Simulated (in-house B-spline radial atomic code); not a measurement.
## Binding energies in Ho II (Ho+)

NIST's tabulated ground configuration is [Xe] 4f11 6s1; each binding energy is the energy of the ion with one electron taken from that subshell, relaxed, less that of the parent. Method: Dirac-Hartree-Fock, average of configuration, Fermi nucleus of rms radius 5.2022 fm. Calculated with an all-electron radial atomic-structure program (B-spline basis). Energies include first-order Breit, QED and recoil terms.

```json
{"subshell": "2p3/2", "X-ray name": "L3", "binding energy (eV)": "8079.4", "-ε (eV)": "8149.8", "relaxation (eV)": "51.0"}
{"subshell": "3p1/2", "X-ray name": "M2", "binding energy (eV)": "1933.8", "-ε (eV)": "1967.9", "relaxation (eV)": "28.8"}
{"subshell": "3p3/2", "X-ray name": "M3", "binding energy (eV)": "1754.1", "-ε (eV)": "1785.1", "relaxation (eV)": "27.6"}
{"subshell": "3d3/2", "X-ray name": "M4", "binding energy (eV)": "1399.2", "-ε (eV)": "1431.1", "relaxation (eV)": "29.9"}
{"subshell": "3d5/2", "X-ray name": "M5", "binding energy (eV)": "1360.9", "-ε (eV)": "1391.6", "relaxation (eV)": "29.4"}
{"subshell": "4p1/2", "X-ray name": "N2", "binding energy (eV)": "363.3", "-ε (eV)": "376.0", "relaxation (eV)": "11.7"}
{"subshell": "4p3/2", "X-ray name": "N3", "binding energy (eV)": "323.3", "-ε (eV)": "334.7", "relaxation (eV)": "10.9"}
{"subshell": "4d3/2", "X-ray name": "N4", "binding energy (eV)": "184.2", "-ε (eV)": "194.6", "relaxation (eV)": "10.1"}
{"subshell": "4d5/2", "X-ray name": "N5", "binding energy (eV)": "177", "-ε (eV)": "186.9", "relaxation (eV)": "9.8"}
{"subshell": "5p1/2", "X-ray name": "O2", "binding energy (eV)": "40.42", "-ε (eV)": "42.25", "relaxation (eV)": "1.73"}
{"subshell": "5p3/2", "X-ray name": "O3", "binding energy (eV)": "35.42", "-ε (eV)": "36.93", "relaxation (eV)": "1.48"}
{"subshell": "4f", "X-ray name": "N6,7", "binding energy (eV)": "12.73", "-ε (eV)": "19.51", "relaxation (eV)": "6.91"}
{"subshell": "6s", "X-ray name": "P1", "binding energy (eV)": "10.89", "-ε (eV)": "10.93", "relaxation (eV)": "0.03"}
```

Relaxation = -ε minus the binding energy without Breit, QED and recoil terms.

Emission lines follow as differences of binding energies, with λ = 12398.42 eV·Å / E:

```tsv
line	holes	energy (eV)	wavelength (Å)
L3-M5	2p3/2 → 3d5/2	6718.5	1.8454
```

What does it cost to remove both a 5p3/2 and a 6s electron?

54.246 eV, which is 7.94 eV more than the two single binding energies together.
